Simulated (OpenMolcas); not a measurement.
## GeH3Br (SMILES [GeH3][Br]): methods side by side

The species is GeH3Br (5 atoms), meant as a singlet with charge 0. SMILES: `[GeH3][Br]`. The coordinates come from a PBE0-D4/def2-TZVP relaxation.

```xyz
5

Ge    0.1390    0.0137   -0.1291
Br   -1.5485   -0.1525    1.4383
H     0.1282    1.4522   -0.6551
H    -0.1722   -0.9959   -1.2381
H     1.4534   -0.3175    0.5841
```

Each level gives the electronic atomisation energy (eV). The values are calculated. Electronic energies at fixed atoms, without zero-point motion or spin-orbit coupling.

```
             level           kind     program  value (eV)
    HF/aug-cc-pVDZ   Hartree–Fock  OpenMolcas        9.37
 SVWN5/aug-cc-pVDZ            LDA  OpenMolcas       14.12
  BLYP/aug-cc-pVDZ            GGA  OpenMolcas       12.04
revPBE/aug-cc-pVDZ            GGA  OpenMolcas       11.95
 M06-L/aug-cc-pVDZ       meta-GGA  OpenMolcas       12.66
  TPSS/aug-cc-pVDZ       meta-GGA  OpenMolcas       12.87
 B3LYP/aug-cc-pVDZ  global hybrid  OpenMolcas       12.30
  PBE0/aug-cc-pVDZ  global hybrid  OpenMolcas       12.36
```

All-electron rows without a relativistic Hamiltonian named are non-relativistic. The values span 9.37 to 14.12 eV.
